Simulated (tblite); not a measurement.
Species: C₁₀H₁₄.
SMILES with atom numbers: `[CH3:1][CH2:2][C@:3]12[C@@H:4]3[C@H:5]1[C@H:6]1[C@@H:7]3[C@@:8]21[CH2:9][CH3:10]` (hydrogens: H11, H12, H13 on C1; H14, H15 on C2; H16 on C4; H17 on C5; H18 on C6; H19 on C7; H20, H21 on C9; H22, H23, H24 on C10)

Cartesian coordinates in Å at the GFN2-xTB level; atoms count from 1:
```xyz
24
C10H14 angstrom
C      2.4207    0.7379    0.3865
C      1.6043    0.4639   -0.8750
C      0.4815   -0.4877   -0.6174
C      0.5023   -1.9881   -0.4557
C     -0.2938   -1.3612   -1.5727
C     -1.5254   -1.2879   -0.6545
C     -0.7295   -1.9152    0.4624
C     -0.7642   -0.4143    0.3124
C     -1.2624    0.6379    1.2491
C     -1.5866    1.9409    0.5212
H      2.8051   -0.1932    0.7961
H      3.2606    1.3914    0.1625
H      1.8030    1.2160    1.1422
H      2.2509    0.0306   -1.6434
H      1.2072    1.4047   -1.2679
H      1.3218   -2.6826   -0.4928
H     -0.2054   -1.4731   -2.6381
H     -2.5771   -1.3384   -0.8698
H     -1.0477   -2.5387    1.2780
H     -0.5133    0.8257    2.0244
H     -2.1624    0.2593    1.7419
H     -2.3172    1.7624   -0.2642
H     -1.9938    2.6733    1.2143
H     -0.6904    2.3561    0.0679
```

Computed with GFN2-xTB (tblite): harmonic, unscaled wavenumbers at the GFN2-xTB geometry, gas phase. The method is semi-empirical: single wavenumbers can be off by several per cent or more. One conformer, not necessarily the lowest.

Harmonic wavenumbers (cm⁻¹): 49.4, 85.5, 129.3, 161.3, 174.1, 192.9, 242.8, 345.8, 356.0, 409.3, 608.8, 642.3, 673.5, 786.4, 802.2, 811.1, 861.5, 885.2, 889.3, 912.5, 912.8, 916.9, 947.5, 988.1, 991.3, 1005.1, 1006.1, 1030.2, 1039.4, 1092.1, 1093.2, 1112.7, 1123.3, 1123.7, 1194.9, 1216.3, 1224.4, 1238.7, 1246.7, 1308.9, 1322.2, 1322.3, 1408.4, 1409.9, 1457.4, 1473.7, 1477.7, 1478.8, 1499.5, 1500.9, 1503.0, 1508.0, 2944.2, 2945.5, 2962.2, 2963.1, 3033.6, 3034.6, 3039.5, 3039.6, 3046.6, 3048.1, 3097.9, 3108.5, 3110.7, 3114.8.

A = 1590, B = 1544, C = 990.1 MHz; mass 134.110 u (most abundant isotopes); point group C2, symmetry number 2.

**Question.** What is the zero-point energy?

**Answer.** Half the sum of the wavenumbers: 45841 cm⁻¹ = 131.07 kcal/mol.

**Question.** Entropy at 298.15 K, 1 bar (ideal gas, RRHO, classical rotation)?

**Answer.** Translation 40.62, rotation 27.89, vibration 27.71: S = 96.2 cal/(mol K).

**Question.** And Cp and H(298.15 K) − H(0)?

**Answer.** Cp = 39.82 cal/(mol K), of which vibrations give 31.88 (their classical limit is 66 R = 131.2); H(298.15 K) − H(0) = 6.84 kcal/mol without the zero-point energy, 4.47 from vibrations.

**Question.** What must be added to the electronic energy to get the Gibbs energy at 298.15 K and 1 bar?

**Answer.** ZPE + [H(298.15 K) − H(0)] − T·S = 131.07 + 6.84 − 28.69 = 109.22 kcal/mol.

**Question.** How do the functions run with temperature in this model?

**Answer.** 
```
T (K)  S (cal/(mol K))  Cp (cal/(mol K))  H − H(0) (kcal/mol)  G − H(0) (kcal/mol)  ln q(vib)
  150             75.8              22.8                 2.30                -9.08       2.72
  250             89.8              33.4                 5.08               -17.37       5.20
  400            109.9              53.8                11.61               -32.35       9.04
  600            136.1              75.9                24.71               -56.98      14.51
  900            171.2              96.8                50.88              -103.22      22.82
```

q(vib) and H(0) count from the zero-point level.

**Question.** Which modes carry the vibrational entropy at 298.15 K?

**Answer.** 49.4 cm⁻¹: 4.84; 85.5 cm⁻¹: 3.76; 129.3 cm⁻¹: 2.96; 161.3 cm⁻¹: 2.53; 174.1 cm⁻¹: 2.39; 192.9 cm⁻¹: 2.20 cal/(mol K); the other 60 give 9.02 together.

Hindered rotation and anharmonicity are outside this model. Other conformers, if any are populated, would add a mixing term that is left out. The structure is chiral; the term R ln 2 for an equal mix with its mirror image is left out.
